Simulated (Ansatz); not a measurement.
Ansatz (a first-principles code) input:
A basis named .json is the Basis Set Exchange file of that set.

Ansatz 0.2 input:
```yaml
crystal:
  periodic: [false, false, false]
  atoms:
    - {symbol: Hg, position_ang: [0.00000000, 0.00000000, 0.00000000]}
    - {symbol: I, position_ang: [0.00000000, 0.00000000, 3.03933217]}
    - {symbol: I, position_ang: [-0.00000000, -0.00000000, -3.03933217]}
basis:
  gaussian:
    orbitals: def2-QZVPPD.json
    fitting: {mean_field: def2-universal-jkfit, correlation: def2-QZVPPD-RIFIT.json}
total_charge: -1
magnetization: {spin_polarized: true, initial_magnetization: 1}
correlation: {method: mp2, electrons: outside_noble_gas}
```

Problem. Predict the final energy.

Solution. -746.78235 Eh (RI-MP2/def2-QZVPPD). The basis has 270 functions.

The spin state was set by rule; other spins were not relaxed.
